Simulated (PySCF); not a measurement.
## Polarisability and C₆ of Ar (argon, neutral)

[Ar], closed-shell 1S. All numbers are calculated (PySCF 2.14, the non-relativistic Hamiltonian (point nucleus), in dyall-acv3z (19s12p6d4f, 113 functions)). Coupled (time-dependent) response in atomic units; α is the mean over directions.

| method | mean α (bohr³) | C₆ (like pair) | S(−4) |
| --- | --- | --- | --- |
| UHF | 10.47 | 60.83 | 22.55 |
| PBE | 11.40 | 67.49 | 29.76 |
| PBE0 | 11.01 | 64.67 | 26.56 |
| M06-2X | 10.98 | 63.56 | 26.66 |
| MN15 | 10.86 | 62.27 | 26.19 |

S(−4) is the Cauchy moment in α(ω) = α(0) + S(−4) ω² + …

Reference α: 11.083 ± 0.007 bohr³ (recommended; Schwerdtfeger and Nagle, table of static dipole polarizabilities (2023 update)). Published C₆: 64.20 (Chu and Dalgarno (2004); Tang, Norbeck and Certain (1976)).

α(iu) at PBE0:

```
u (hartree)  α(iu) (bohr³)
          0          11.01
     0.0500          10.95
      0.100          10.76
      0.200          10.08
      0.300          9.156
      0.500          7.205
      0.750          5.200
       1.00          3.799
       1.50          2.201
       2.00          1.414
       3.00         0.7265
       5.00         0.3077
```
